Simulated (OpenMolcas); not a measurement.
Rh3+: moving or changing the point charges

Rh3+ among 6 point charges of -1.5 e arranged as a trigonal prism (D3h), 2.03 Å from the ion, with a polar angle of 54.5° against the regular 49.1°.

| Property | Result |
| --- | --- |
| Program | OpenMolcas 26.06 |
| Method | SS-CASPT2, IPEA 0.25 Eh, imaginary shift 0.1 Eh (closed shells correlated: 4s 4p) |
| Basis | ANO-RCC-VDZP [6s5p3d1f] |
| Scalar Hamiltonian | DKH2, point nucleus |
| Active space | 6 electrons in 5 orbitals (4d) |
| State averaging | 2S+1 = 5 even, 5 roots; 2S+1 = 3 even, 45 roots; 2S+1 = 1 even, 50 roots |
| Spin-orbit coupling | RASSI with atomic mean-field integrals over the reference wave functions |

Runs around this geometry, states (labels of D3, the rotations of D3h). Energies in cm-1 above the lowest state or level, χT in cm3 K/mol.

| R (Å) | q (e) | Polar angle / regular | Ground state | First state of that spin | First gap with spin-orbit (degeneracies) | χT at 300 K | First state of another spin |
| --- | --- | --- | --- | --- | --- | --- | --- |
| 2.03 | -0.98 | 1.11 | 5A1 | 5E 1140 | 85 (1, 2) | 4.554 | 3A2 17780 |
| 1.86 | -1.5 | 1.11 | 5A1 | 5E 2000 | 70 (1, 2) | 3.662 | 3A2 15600 |
| 2.03 | -1.5 | 1.11 | 5A1 | 5E 1510 | 81 (1, 2) | 4.038 | 3A2 16930 |
| 2.27 | -1.5 | 1.11 | 5A1 | 5E 950 | 83 (1, 2) | 4.723 | 3A2 17810 |
| 2.03 | -1.5 | 1.2 | 5A1 | 5E 5620 | 87 (1, 2) | 3.804 | 3E 19060 |

Taking the first state of the same spin as R^-n, n = -ln(950 / 2000) / ln(2.27 / 1.86) = 3.7 between the shortest and longest distance.

Scaling the charges by -0.98 / -1.5 = 0.65 scales the first state of the same spin by 1140 / 1510 = 0.75; with fixed orbitals a first-order splitting would follow the charge.

Roots that are degenerate in the reference are averaged as groups; the widest CASPT2 spread within a group is 210 cm-1 (the 4-fold group of multiplicity 3 near 23300 cm-1 above the lowest state of its run, R = 1.86, q = -1.5, ratio = 1.11). Shifts and gaps below about the spread of the groups concerned are not significant. Point charges give a weaker field than real ligands, and real ions of this kind are as a rule low spin; the high spin found here belongs to the model. Free-ion shares, where given, are those of the reference states; single-state CASPT2 does not remix them. The ground term spreads over less than 5000 cm-1, several times less than with real ligands, so orbital moments are less quenched and χT lies further from the spin-only value than at real sites (holds for R = 2.03, q = -0.98, ratio = 1.11; R = 2.27, q = -1.5, ratio = 1.11). Point charges carry no covalency, so the field is a model and not that of real ligands. A group larger than the point group allows holds several states that coincide in this model. No measured value stands beside these numbers.
